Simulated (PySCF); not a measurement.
Job for PySCF: R-M06-2X/6-31G* on GeH4OSi (SMILES [OH][Ge][SiH3]), a point of a torsion scan.

```python
from pyscf import gto, scf, dft, mp
from pyscf.data.elements import chemcore

mol = gto.M(
    atom='''
    O     2.23208217   -0.11958489   -0.38213815
    Ge    0.89174945   -1.20181403    0.02425309
    Si   -0.10061307    0.09795432    1.86862122
    H     2.46647350    0.71464516    0.02052452
    H    -0.38484976    1.50619215    1.52849682
    H    -1.37133584   -0.42726732    2.38651505
    H     0.77320687    0.20097059    3.05362718
    ''',
    basis='6-31g*',
    cart=True,
    charge=0, spin=0, verbose=3, max_memory=1800)
mf = dft.RKS(mol, xc='m062x')
mf.conv_tol = 1e-8
mf.max_cycle = 100
mf.kernel()
if not mf.converged:
    mf = mf.newton().run(mf.mo_coeff, mf.mo_occ)
```

Task: Give the final energy of this run.

Result: -2443.7419 hartree.
